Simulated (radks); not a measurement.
Valence configurations of the copper ion Cu3+ (all share [Ar]). All-electron calculation, non-relativistic Kohn-Sham, SCAN, spin-polarised, spherical densities, point nucleus; open shells are filled with parallel spins first; meta-GGA in the generalised Kohn-Sham scheme. Program: a radial shooting solver on a logarithmic mesh with Libxc functionals. Energies are relative to 3d8; eigenvalues in eV for spin up.

valence      E (eV)  moment (Bohr magnetons)    e(3d)    e(4p)    e(4s)
3d8           0.000                        2  -50.817        -        -
3d7.5 4p0.5  11.678                        3  -56.049  -27.621        -
3d7 4p1      24.334                        4  -61.364  -29.703        -
3d6.5 4p1.5  38.089                        5  -66.793  -31.471        -
3d6 4p2      53.141                        6  -72.349  -33.037        -
3d5 4s2 4p1  71.781                        6  -81.823  -34.381  -44.687
3d5 4s1 4p2  76.722                        8  -82.680  -35.739  -46.193

NIST lists [Ar] 3d8 as the ground configuration; this level of theory agrees among the configurations tried. The energies are those of spherical high-spin densities, not of single terms. No valid solution was reached for [Ar] 3d7.5 4s0.5; [Ar] 3d7 4s1; [Ar] 3d6 4s2.
